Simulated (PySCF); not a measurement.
A structure optimised at PBE-D3(BJ)/def2-SVP, used in a PySCF frequency run:

```
In
O 1 2.0237
C 2 1.4108 1 121.29
H 3 1.1146 2 108.43 1 164.40
H 3 1.1162 4 107.02 2 123.65
H 3 1.1175 4 106.82 5 114.29
O 1 2.0289 2 114.35 3 -7.79
H 7 0.9772 1 108.79 2 -168.76
N 1 2.0681 2 118.03 3 -177.98
H 9 1.0304 1 110.61 2 -143.22
H 9 1.0308 10 106.02 1 -118.07
```
Charge 0, spin multiplicity 1.

**Question.** Write its SMILES and formula.

**Answer.** C[O][In]([NH2])[OH], CH6InNO2

**Question.** What are its rotational constants (standard atomic weights)?

**Answer.** 4.4626, 2.1617, 1.4763 GHz
